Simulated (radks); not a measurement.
Values are calculated unless marked as measured or tabulated.
Question: These are the eigenvalues of the occupied orbitals of an atom or ion with whole-number occupations (hartree). Level of theory: Dirac Kohn-Sham, PBE, spin-unpolarised, spherical densities, finite nucleus; Fermi nuclear charge, rms radius of each element as measured or else 0.836 A^(1/3) + 0.57 fm (a radial shooting solver on a logarithmic mesh with Libxc functionals).

| orbital | eigenvalue |
|---|---|
| 1s1/2 | -1653.981 |
| 2s1/2 | -269.8556 |
| 2p1/2 | -255.6142 |
| 2p3/2 | -235.0308 |
| 3s1/2 | -59.89559 |
| 3p1/2 | -53.78893 |
| 3p3/2 | -49.65132 |
| 3d3/2 | -39.03407 |
| 3d5/2 | -38.13801 |
| 4s1/2 | -12.91835 |
| 4p1/2 | -10.58878 |
| 4p3/2 | -9.67446 |
| 4d3/2 | -5.83516 |
| 4d5/2 | -5.67064 |
| 5s1/2 | -2.48022 |
| 5p1/2 | -1.80956 |
| 5p3/2 | -1.66454 |
| 4f5/2 | -1.22659 |
| 4f7/2 | -1.20528 |
| 6s1/2 | -0.64098 |

Which element is it, and in what charge state? The configuration may be excited. Open shells, if any, are shared by 2j + 1.

Answer: Z = 61, promethium, charge +2: Pm2+ in [Xe] 4f3 6s2. The list shows which subshells hold electrons but not how many an open one holds; the 1s level, -1654 hartree, gives Z - s = 57.5 by -(Z - s)^2/2, which with screening and relativity narrows Z to a few neighbours, and the depths of the outer levels then fix element, charge and occupations together.
